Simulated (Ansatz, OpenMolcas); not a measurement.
**How methods differ on GeHF3 (SMILES [F][GeH]([F])[F])**

The species is GeHF3 (5 atoms), meant as a singlet with charge 0. SMILES: `[F][GeH]([F])[F]`. Geometry: relaxed at PBE0-D4/def2-TZVP.

```xyz
5

F    -0.2498   -0.7341    1.4830
Ge    0.0956   -0.0087   -0.0233
F    -0.6731    1.5157   -0.0113
F    -0.7081   -0.9440   -1.2040
H     1.5852    0.0973   -0.2857
```

Each level gives the energy change with the F1–Ge2 bond stretched from 1.707 to 2.561 Å (eV). The values are calculated.

| level | kind | program | value (eV) | CPU time (all runs) |
| --- | --- | --- | --- | --- |
| HF/aug-cc-pVDZ (restricted) | Hartree–Fock | OpenMolcas | 3.89 | 48 s |
| PBE/aug-cc-pVDZ (restricted) | GGA | OpenMolcas | 2.60 | 96 s |
| M06-L/aug-cc-pVDZ (restricted) | meta-GGA | OpenMolcas | 2.91 | 1.8 min |
| TPSS/aug-cc-pVDZ (restricted) | meta-GGA | OpenMolcas | 2.75 | 2 min |
| PBE0/aug-cc-pVDZ (restricted) | global hybrid | Ansatz | 3.12 | 26 s |
| B2PLYP/aug-cc-pVDZ (restricted) | double hybrid | Ansatz | 3.02 | 41 s |
| RPA@PBE/aug-cc-pVDZ (restricted) | RPA | Ansatz | 2.87 | 37 s |
| MP2/aug-cc-pVDZ (restricted) | perturbation theory | OpenMolcas | 3.20 | 40 s |
| CCSD/aug-cc-pVDZ (restricted) | coupled cluster or CI | Ansatz | 3.35 | 2 min |

All-electron rows without a relativistic Hamiltonian named are non-relativistic. The first shape isn't each level's own minimum. The values span 2.60 to 3.89 eV. In the correlated wave-function rows the outer d shell of Ge is correlated, in sets not made for it. CPU times are rough (shared hosts, several kinds of processor and program).
